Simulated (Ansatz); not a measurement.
Ansatz (a first-principles code) input (CCSD(T)/aug-cc-pV(D+d)Z):
A basis named .json is the Basis Set Exchange file of that set.

Ansatz 0.2 input:
```yaml
crystal:
  periodic: [false, false, false]
  atoms:
    - {symbol: C, position_ang: [-2.17503308, -0.29959805, 0.07444325]}
    - {symbol: Si, position_ang: [-0.47482647, -0.04791916, 0.01223058]}
    - {symbol: Cl, position_ang: [0.49155169, -1.22487929, -1.45678831]}
    - {symbol: Cl, position_ang: [0.48861217, 1.85441152, -0.42768790]}
    - {symbol: Cl, position_ang: [0.49996816, -0.46603415, 1.84310296]}
    - {symbol: H, position_ang: [-2.72995297, 0.05048894, 0.93850926]}
    - {symbol: H, position_ang: [-2.73452241, -0.36149959, -0.85305173]}
basis:
  gaussian:
    orbitals: aug-cc-pV_D+d_Z.json
total_charge: -1
magnetization: {spin_polarized: false}
correlation: {method: ccsd_t, electrons: outside_noble_gas}
output: {forces: true}
```

End of the output:

```
mean field evaluation 16: about -46437.1242 eV, gradient 3.5e1 eV
mean field -46440.52679556 eV, -1706.6578812171 hartree, gradient 1.7e-6 eV, S^2 0.000000; 0 other end points of the search recorded, 0 dependent functions left out
21 core orbitals not correlated
reference -46440.52679556 eV, -1706.6578812171 hartree; 16, 16 occupied and 132, 132 virtual orbitals, 1654 factors
densities: 2.90 GiB planned
second order -19.35185478 eV of doubles, -0.00000000 eV of singles
coupled cluster: 1.57 GiB planned
cycle   1  -20.22215156 eV  change   -8.7e-1 eV  update   9.5e-2
cycle   2  -20.62184944 eV  change   -4.0e-1 eV  update   2.7e-2
cycle   3  -20.70568484 eV  change   -8.4e-2 eV  update   1.3e-2
cycle   4  -20.70285439 eV  change    2.8e-3 eV  update   3.1e-3
cycle   5  -20.70144208 eV  change    1.4e-3 eV  update   1.5e-3
cycle   6  -20.70125663 eV  change    1.9e-4 eV  update   5.9e-4
cycle   7  -20.70131520 eV  change   -5.9e-5 eV  update   2.5e-4
cycle   8  -20.70137800 eV  change   -6.3e-5 eV  update   9.6e-5
cycle   9  -20.70139512 eV  change   -1.7e-5 eV  update   3.5e-5
cycle  10  -20.70138106 eV  change    1.4e-5 eV  update   1.5e-5
cycle  11  -20.70137678 eV  change    4.3e-6 eV  update   7.5e-6
cycle  12  -20.70137974 eV  change   -3.0e-6 eV  update   3.4e-6
perturbative correction -0.74398947 eV, -0.0273411089 hartree
the calculation of the forces begins
Total energy: -46461.97216478 eV, -1707.4459839997 hartree
Atom 0 at    -2.175033    -0.299598     0.074443 Å, force    -0.106457    -0.252902     0.058429 eV/Å
Atom 1 at    -0.474826    -0.047919     0.012231 Å, force     0.343981     0.130608    -0.030912 eV/Å
Atom 2 at     0.491552    -1.224879    -1.456788 Å, force     0.110914    -0.131565    -0.178974 eV/Å
Atom 3 at     0.488612     1.854412    -0.427688 Å, force     0.099105     0.154813    -0.035854 eV/Å
Atom 4 at     0.499968    -0.466034     1.843103 Å, force     0.111927    -0.040293     0.217926 eV/Å
Atom 5 at    -2.729953     0.050489     0.938509 Å, force    -0.278545     0.176934     0.451139 eV/Å
Atom 6 at    -2.734522    -0.361500    -0.853052 Å, force    -0.280924    -0.037595    -0.481755 eV/Å
Dipole moment:     0.434403     0.054726    -0.013693 e Å
```

It need not be the lowest isomer of its formula. Whether it binds its extra electron was not tested at this geometry.
